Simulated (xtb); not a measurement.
C₂H₁₁NSi₃, SMILES C1C[SiH2]N([SiH2]1)[SiH3]. All values are semi-empirical tight-binding results from xtb (GFN2-xTB unless named), good for trends rather than for accurate numbers. Geometry optimised at GFN2-xTB. The structure was generated by enumeration, and PubChem lists no compound with its InChIKey, so it may never have been made. One conformer was computed; it need not be the lowest.

The geometry has at least one imaginary mode, so it is a saddle point at that level.

Computed properties:
| Property | Result |
|---|---|
| orbital gap | 4.65 eV |
| dipole moment | 0.44 D |
| static polarisability (D4 model) | 115.8 bohr³ |
| solvation energy, GFN2-xTB/ALPB(water) | 0.0 kcal/mol |
| solvation energy, GFN2-xTB/ALPB(ether) | -4.9 kcal/mol |
